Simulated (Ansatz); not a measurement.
`OP[SiH2][SiH3]` + `FC1([SeH])O[SiH2]1` → `FC1([SiH3])O[SiH2]1` + `OP[SiH2][SeH]`  (redistribution)

Computed with Ansatz on PBE0-D4/def2-TZVP structures; ΔE is electronic, products minus reactants. CBS: MP2 limit from def2 TZ/QZ plus the TZ coupled-cluster correction, frozen cores. Functionals use def2-TZVPP. For Se outer-core shells are correlated without core-valence functions, which leaves a few kJ/mol of doubt a bond. Scalar relativity is left out up to krypton. One conformer a species, not always the lowest.

```tsv
level	ΔE (eV)
PBE-D4	-0.77
ωB97X-V	-0.87
ωB97M-V	-0.94
r2SCAN	-0.86
HF/def2-QZVPP	-1.03
MP2/def2-QZVPP	-0.96
MP2/CBS(def2)	-0.99
CCSD/CBS(def2)	-0.95
```

**Question.** What does CCSD(T)/CBS give? (An estimate is asked.)

**Answer.** Computed: -0.93 eV. The listed levels differ from it by 0.16, 0.06, -0.01, 0.07, -0.10, -0.03, -0.06, -0.02 eV.

Largest T1 diagnostic among the species: 0.015.

From PBE to PBE0 (25 % exact exchange), in def2-TZVPP and without D4, ΔE moves by −0.06 eV. In def2-TZVPP, CCSD(T) changes the Hartree–Fock value by +0.16 eV (the triples alone add +0.02 eV) and MP2 by +0.09 eV.
